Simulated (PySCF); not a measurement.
C3H12BP.
Bonds: B1–P2, P2–C3, P2–C4, P2–C5. Hydrogens: H6, H7, H8 on B1; H9, H10, H11 on C3; H12, H13, H14 on C4; H15, H16, H17 on C5.

Theory: core-valence-separated Tamm–Dancoff BHandHLYP/aug-pcX-1 (pcseg-1 on H, def2-SVPD on P) in PySCF, non-relativistic, gas phase, PBE0-D3(BJ)/def2-SVP geometry.

Computed carbon K-edge spectrum, Gaussian lines of 0.5 eV full width, highest printed point 100; it ends one width below the last computed root. No shift to experiment was applied.

photon energy (eV), absorption and a bar:
```
    285.1          0 
    285.2          0 
    285.3          1 
    285.4          3 #
    285.5          6 ##
    285.6          9 ###
    285.7         11 ###
    285.8         11 ###
    285.9         10 ###
    286.0         11 ###
    286.1         18 ######
    286.2         35 ###########
    286.3         61 ##################
    286.4         86 ##########################
    286.5        100 ##############################
    286.6         94 ############################
    286.7         71 #####################
    286.8         44 #############
    286.9         22 #######
```

Question: Assign the maxima to core holes.

Answer: 2 maxima:
- 285.8 eV: C3/C4/C5 (sp3 carbon bound to phosphorus), 285.74 eV, f = 0.030, sum of 3, 98 % of the height at the exact maximum
- 286.5 eV: C3/C4/C5 (sp3 carbon bound to phosphorus), 286.55 eV, f = 0.197, sum of 6, 70 % of the height at the exact maximum; C3/C4/C5 (sp3 carbon bound to phosphorus), 286.45 eV, f = 0.087, sum of 3, 30 % of the height at the exact maximum

Roots within 0.03 eV on the same or equivalent atoms count as one line; shares under 12 % aren't listed.

Vibrational structure and lifetime widths aren't in the curve. The ionisation threshold wasn't computed; near and above it a finite basis only mimics Rydberg series and continuum.

Time: 14 s; peak memory 0.99 GiB. Hardware: Arm Neoverse V1, one thread, shared host with 64 logical CPUs at a one-minute load of 16.
